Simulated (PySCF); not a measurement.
BFCl2, SMILES FB(Cl)Cl. Atoms are numbered in the order given.

```xyz
4

B      0.0000     0.0000    -0.3582
F      0.0000     0.0000    -1.6737
Cl     0.0000    -1.5206     0.4957
Cl     0.0000     1.5206     0.4957
```
Charge 0, spin multiplicity 1.

Coordinates come from a ωB97X-D3(BJ)/def2-SVP optimisation.

Level of theory: PBE/def2-TZVPD (PySCF).

Computed frontier levels, gap, dipole moment and polarisability:
```
Item                                                                                                           Result
---------------------------------------------------------------------------------------------  ----------------------
highest occupied level                                                                                       -8.01 eV
lowest empty level                                                                                           -2.16 eV
orbital gap                                                                                                   5.86 eV
dipole moment                                                                                               0.052 e·Å
quadrupole, principal values (traceless, Buckingham form, about the centre of nuclear charge)   -2.17, 0.38, 1.79 D·Å
mean static polarisability                                                                       44.0 bohr³ (6.52 Å³)
polarisability, principal values                                                               34.1, 41.9, 56.1 bohr³
```
